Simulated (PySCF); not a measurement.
This PySCF input asks for the NMR shieldings of `[SiH3]O[SiH2]C1=CC=C/C1=C\Cl`, C₆H₉ClOSi₂; the geometry comes from GFN2-xTB.

```python
import basis_set_exchange as bse
import numpy as np
from pyscf import gto, dft
from pyscf.prop import nmr

atoms = """
Si    2.732262    1.025279    1.082931
O     2.142788   -0.307408    0.375371
Si    1.309022   -1.204503   -0.694729
C    -0.431220   -0.534947   -0.853387
C    -1.155516   -0.374925   -1.987935
C    -2.457608    0.178984   -1.680523
C    -2.546591    0.363047   -0.349183
C    -1.293005   -0.073063    0.247607
C    -0.947740   -0.076164    1.541120
Cl   -1.968691    0.471403    2.790004
H     1.656074    2.014003    1.162881
H     3.153046    0.567089    2.404887
H     3.846604    1.509458    0.273179
H     1.342428   -2.545503   -0.106458
H     2.003918   -1.120923   -1.978518
H    -0.826441   -0.615688   -2.982983
H    -3.211297    0.400383   -2.414788
H    -3.373582    0.757645    0.209723
H     0.015745   -0.424917    1.879940
"""
names = dict.fromkeys(["Si", "O", "C", "Cl", "H"], "pcSseg-1")
basis = {el: gto.basis.parse(bse.get_basis(n, elements=[el], fmt="nwchem")) for el, n in names.items()}
mol = gto.M(atom=atoms, basis=basis, charge=0, verbose=0)
mf = dft.RKS(mol, xc="PBE0")
mf.grids.level = 2
mf.grids.alignment = dft.numint.BLKSIZE   # the property module wants whole blocks of grid points
mf.conv_tol = 1e-9
mf.kernel()

calc = nmr.RKS(mf)   # GIAO
C = mf.mo_coeff
Co = C[:, mf.mo_occ > 0]
resp = mf.gen_response(singlet=True, hermi=2)
def vind(x):   # induced exchange potential for any number of trial vectors
    d = np.einsum("pi,xij,qj->xpq", C, 2 * x.reshape(-1, C.shape[1], Co.shape[1]), Co, optimize=True)
    return np.einsum("xpq,pi,qj->xij", resp(d - d.transpose(0, 2, 1)), C, Co, optimize=True).ravel()
mo1, _ = nmr.rhf.solve_mo1(calc, with_cphf=vind)
sigma = calc.kernel(mo1)
for i, s in enumerate(sigma):   # ppm
    print("%2d %-2s %9.2f" % (i, mol.atom_pure_symbol(i), np.trace(s) / 3))
```

Task: Give the expected output.

Result: 
```
 0 Si    393.77
 1 O     319.70
 2 Si    384.33
 3 C      51.68
 4 C      36.16
 5 C      46.20
 6 C      55.31
 7 C      29.62
 8 C      39.44
 9 Cl    700.35
10 H      26.66
11 H      26.62
12 H      26.60
13 H      26.12
14 H      26.29
15 H      24.83
16 H      24.92
17 H      24.54
18 H      24.30
```

These numbers come from an equivalent density-fitted implementation of the same equations, which agrees with the script to about 0.01 ppm for H and up to a few tenths of a ppm for heavy atoms, so last digits may differ.

Task: Turn these shieldings into chemical shifts. Referencing at the same level of theory: $^{29}$Si (σref 349.16), $^{13}$C (σref 186.93), $^{1}$H (σref 31.72) against TMS; H2O for $^{17}$O (σref 336.08); $^{35}$Cl (σref 949.78) vs HCl.

Result: Averaging equivalent atoms: Si 2: -35.2; Si 0: -44.6; O 1: 16.4; C 7: 157.3; C 4: 150.8; C 8: 147.5; C 5: 140.7; C 3: 135.2; C 6: 131.6; Cl 9: 249; H 18: 7.42; H 17: 7.18; H 15: 6.89; H 16: 6.79; H 13/14: 5.51; H 10/11/12: 5.09 ppm. Experimental scales use liquid or dissolved standards, which lie at an offset from isolated H2O (liquid H2O: subtract about 36 ppm).

Size and cost of the density-fitted run: 236 basis functions, 72 s wall time on 1 thread of an Arm Neoverse V1, shared host; peak memory 1.1 GiB.
